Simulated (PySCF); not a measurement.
Compound: C3H12BP.
Numbering: `[BH3-:1][P+:2]([CH3:3])([CH3:4])[CH3:5]` (hydrogens: H6, H7, H8 on B1; H9, H10, H11 on C3; H12, H13, H14 on C4; H15, H16, H17 on C5)

The calculation used PBE0-D3(BJ)/def2-SVP geometry optimisation, gas phase (PySCF).

Entries marked ? are missing. Bonds in one row agree within 0.01 Å.

| coordinate | value |
| --- | --- |
| B1–P2 | ? |
| P2–C3, P2–C4, P2–C5 | ? |
| B1–H6, B1–H7, B1–H8 | 1.226 Å |
| C3–H9 and 8 like bonds | 1.100 Å |
| P2–B1–H6 | 104.8° |
| H6–B1–H7 | 113.5° |
| B1–P2–C3 | ? |
| C3–P2–C4 | ? |
| P2–C3–H9 | 112.0° |
| P2–C3–H10 | 108.7° |
| H9–C3–H10 | ? |
| H10–C3–H11 | ? |

**Question.** Fill in the missing values.

**Answer.** 
- B1–P2 = 1.905 Å, drawn single (ends: four-coordinate boron; phosphorus bonded to B and 3 C); 0.01 Å below the sum of covalent radii, 1.91 Å.
- P2–C3, P2–C4, P2–C5 = 1.821 Å, drawn single (ends: phosphorus bonded to B and 3 C; sp3 carbon bound to phosphorus); 0.01 Å below the sum of covalent radii, 1.83 Å.
- B1–P2–C3 = 114.2°, at the phosphorus bonded to B and 3 C; the outer atoms are 3.129 Å apart.
- C3–P2–C4 = 104.5°, at the phosphorus bonded to B and 3 C; the outer atoms are 2.881 Å apart.
- H9–C3–H10 = 109.6°, at the sp3 carbon bound to phosphorus; the outer atoms are 1.797 Å apart.
- H10–C3–H11 = 108.0°, at the sp3 carbon bound to phosphorus; the outer atoms are 1.779 Å apart.

Radii are Cordero's, carbon taken as 0.76, 0.73 or 0.69 Å for four, three, and two or fewer neighbours.

Stationary, but not proved a minimum.

Hardware: one thread, Intel Xeon Platinum 8375C at 2.90 GHz (x86_64), shared host with 128 logical CPUs at a one-minute load of 23. Cost: 31 s wall, 0.64 GiB resident at most. These figures are those of the optimisation.
